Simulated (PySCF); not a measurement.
## Ionisation energy of Sc²⁺ by level of theory

Sc²⁺ [Ar] 3d1 (2D) → Sc³⁺ [Ar] (1S), as a difference of total energies. All numbers are calculated (PySCF 2.14, the non-relativistic Hamiltonian (point nucleus), in aug-cc-pwCVTZ (10s9p7d4f3g, 127 functions)). Correlated levels: valence and next inner shell: [Ne] frozen; nothing frozen. The calculations carry no spin-orbit coupling.

Question: Order these methods by the ionisation energy they give, lowest first.
A. r2SCAN
B. SCS-MP2 (valence and next inner shell)
C. M06-2X
D. UHF

Answer: D (24.004 eV), B (24.590 eV), C (24.947 eV), A (25.261 eV).

A first-order spin-orbit estimate (lowest level to lowest level, LS coupling) adds 0.019 eV.

These non-relativistic numbers lack the scalar-relativistic shift.

Errors of the correlated levels include the incompleteness of this basis and the frozen core.

For comparison: 24.757 eV (measured; NIST Atomic Spectra Database, ionization energies).
